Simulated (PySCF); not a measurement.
trimethyl amine (C3H9N), singlet, geometry from GFN2-xTB. Base run: PySCF with MP2/6-31G*.

Input for PySCF:
```python
from pyscf import gto, scf, mp

mol = gto.Mole()
mol.atom = '''
    N    -0.002618    0.000139    0.374017
    C    -0.001522    1.379708   -0.063000
    C     1.196270   -0.688189   -0.053850
    C    -1.193436   -0.691589   -0.070576
    H     0.006020    1.479589   -1.160829
    H     0.879371    1.880142    0.336681
    H    -0.889343    1.877626    0.324302
    H     1.290874   -0.738616   -1.151014
    H     1.184940   -1.703467    0.340147
    H     2.067122   -0.170420    0.345754
    H    -1.272530   -0.742262   -1.168955
    H    -2.071266   -0.176308    0.316790
    H    -1.184734   -1.706838    0.323562
'''
mol.basis = '6-31g*'
mol.charge = 0
mol.spin = 0
mol.verbose = 4
mol.build()

mf = scf.RHF(mol)
mf.kernel()

pt = mp.MP2(mf, frozen=4)
pt.kernel()
print('E(MP2) = %.10f' % pt.e_tot)
mf.analyze()
```

Each row names what was changed in the base input (with any setting that the change needs).

```
change              basis functions      E (Eh)  MP2 correlation (Eh)  SCF-reference HOMO (eV)  SCF-reference HOMO-LUMO gap (eV)  SCF-reference dipole (D)
------------------  ---------------  ----------  --------------------  -----------------------  --------------------------------  ------------------------
base                             74  -173.82186              -0.55393                    -9.51                             15.57                      0.77
basis = STO-3G                   29  -171.38980              -0.20139                    -7.76                             24.37                      0.99
basis = 6-31G                    54  -173.57384              -0.38625                    -9.35                             15.34                      1.03
basis = pcseg-0                  54  -173.15205              -0.38570                    -9.48                             14.65                      1.10
basis = 3-21G                    54  -172.69073              -0.38221                    -9.26                             16.09                      0.96
basis = def2-SV(P)               74  -173.66461              -0.54346                    -9.63                             14.29                      0.73
basis = 6-31+G*                  90  -173.83282              -0.56115                    -9.60                             11.87                      0.78
basis = 6-31G**                 101  -173.89475              -0.61251                    -9.48                             15.54                      0.77
basis = pcseg-1                 101  -173.83826              -0.61216                    -9.61                             13.90                      0.80
basis = cc-pVDZ                 101  -173.89431              -0.61219                    -9.50                             14.36                      0.62
basis = def2-SVP                101  -173.75633              -0.61001                    -9.57                             14.23                      0.74
basis = pc-1                    101  -173.84080              -0.61234                    -9.61                             14.03                      0.79
basis = 6-311G**                126  -173.96222              -0.64704                    -9.55                             13.71                      0.69
```

Totals compare only among sets that treat the same electrons; sets with core potentials leave the core out.
